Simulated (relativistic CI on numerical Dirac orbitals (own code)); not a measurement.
## Tc⁴⁺: resonant inelastic scattering at the L2,3 edge

Computed with this model: Dirac-Coulomb-Breit CI, orbitals from a KLI potential per configuration, a model potential for QED, valence Slater integrals scaled by 0.7, Kramers-Heisenberg scattering through one core-hole configuration in a parametric crystal field; configurations [Kr] 4d3 → [He] 2s2 2p5 3s2 3p6 3d10 4s2 4p6 4d4; 10 K; core-hole width 1.6 eV; summed over polarisations. Incident energies are the highest absorption maxima for each field (at most a few, so the weaker spin-orbit partner edge can be absent), on the computed scale of the free ion. Intensities are in per cent of the strongest line above 0.02 eV; levels within 1 cm⁻¹ are merged; final levels count from the ground level, the first row holds all elastic scattering, lines under 0.4 are left out and each table stops after 24 rows. The scale of the Slater integrals is a model choice and moves the terms in proportion.

Field parameters in Wybourne normalisation: Oh B⁴₀ = 21Dq, B⁴₄ = √(5/14) B⁴₀. The field is a parameter set, without covalency.

S is read from ⟨S²⟩ = S(S + 1).

Oh, 10Dq = 7250 cm⁻¹:

| Final level (eV) | Degeneracy | Irrep | S | 2684.6 eV | 2800.7 eV |
| --- | --- | --- | --- | --- | --- |
| 0.000 | 4 | Γ8 | 1.49 | 4831.0 | 575.2 |
| 0.866 | 4 | Γ8 | 1.46 | 52.6 | 58.3 |
| 0.874 | 2 | Γ7 | 1.50 | 21.9 | 17.2 |
| 0.927 | 4 | Γ8 | 1.49 | 59.9 | 53.8 |
| 0.957 | 2 | Γ6 | 1.48 | 17.5 | 20.7 |
| 1.397 | 4 | Γ8 | 1.11 | 69.0 | 30.2 |
| 1.409 | 2 | Γ7 | 1.47 | 16.9 | 26.0 |
| 1.444 | 4 | Γ8 | 1.26 | 86.5 | 40.4 |
| 1.539 | 2 | Γ6 | 1.24 | 92.5 | 19.0 |
| 1.558 | 4 | Γ8 | 0.87 | 41.7 | 41.7 |
| 1.658 | 2 | Γ6 | 0.86 | 34.4 | 31.4 |
| 1.716 | 4 | Γ8 | 1.09 | 51.9 | 27.6 |
| 2.129 | 4 | Γ8 | 0.56 | 100.0 | 69.6 |
| 2.162 | 2 | Γ7 | 0.56 | 36.0 | 25.7 |
| 2.236 | 2 | Γ6 | 0.85 | 24.4 | 5.7 |
| 2.316 | 4 | Γ8 | 1.23 | 39.2 | 10.1 |
| 2.379 | 2 | Γ6 | 0.88 | 13.9 | 2.4 |
| 2.419 | 4 | Γ8 | 0.75 | 33.5 | 23.3 |
| 2.423 | 2 | Γ7 | 0.74 | 24.3 | 33.3 |
| 2.494 | 2 | Γ6 | 1.01 | 18.3 | 3.9 |
| 2.497 | 4 | Γ8 | 1.29 | 12.4 | 11.2 |
| 2.529 | 2 | Γ7 | 1.35 | 4.4 | 6.0 |
| 2.656 | 4 | Γ8 | 0.77 | 18.3 | 8.2 |
| 2.766 | 4 | Γ8 | 0.65 | 4.1 | 3.2 |

Oh, 10Dq = 16350 cm⁻¹:

| Final level (eV) | Degeneracy | Irrep | S | 2684.3 eV | 2800.4 eV |
| --- | --- | --- | --- | --- | --- |
| 0.000 | 4 | Γ8 | 1.50 | 1630.4 | 370.8 |
| 1.499 | 4 | Γ8 | 0.61 | 6.8 | 44.2 |
| 1.573 | 4 | Γ8 | 0.53 | 14.1 | 25.2 |
| 1.623 | 2 | Γ6 | 0.56 | 13.5 | 31.6 |
| 1.982 | 2 | Γ7 | 1.49 | 38.3 | 13.0 |
| 2.008 | 4 | Γ8 | 1.46 | 100.0 | 57.4 |
| 2.097 | 2 | Γ6 | 1.47 | 43.8 | 10.9 |
| 2.097 | 4 | Γ8 | 1.44 | 85.5 | 11.1 |
| 2.377 | 4 | Γ8 | 0.62 | 33.0 | 36.1 |
| 2.382 | 2 | Γ7 | 0.65 | 17.7 | 39.1 |
| 2.837 | 2 | Γ6 | 1.45 | 37.0 | 1.6 |
| 2.861 | 4 | Γ8 | 1.47 | 24.3 | 22.7 |
| 2.871 | 2 | Γ7 | 1.42 | 14.3 | 5.9 |
| 2.875 | 4 | Γ8 | 1.48 | 43.2 | 8.5 |
| 3.346 | 2 | Γ6 | 0.60 | 1.4 | 0.8 |
| 3.551 | 2 | Γ6 | 0.51 | 1.6 | 1.1 |
| 3.554 | 2 | Γ7 | 0.51 | 1.8 | 2.5 |
| 3.558 | 4 | Γ8 | 0.52 | 6.6 | 3.6 |
| 3.644 | 4 | Γ8 | 0.55 | 1.3 | 1.2 |
| 3.820 | 4 | Γ8 | 0.54 | 1.0 | 0.5 |
| 4.149 | 2 | Γ6 | 0.59 | 3.9 | 2.2 |
| 4.158 | 4 | Γ8 | 0.65 | 6.5 | 4.7 |
| 4.433 | 2 | Γ7 | 1.43 | 1.8 | 3.4 |
| 4.465 | 4 | Γ8 | 1.45 | 4.5 | 4.3 |

For the first field the strongest loss at the lowest incident energy is the level at 2.13 eV (S = 0.56, against 1.49 in the thermal ground state). Levels of other spin, the first over 8 % at 1.56 eV, appear because spin-orbit coupling of the core hole, and in heavier ions of the valence shell too, mixes spins.
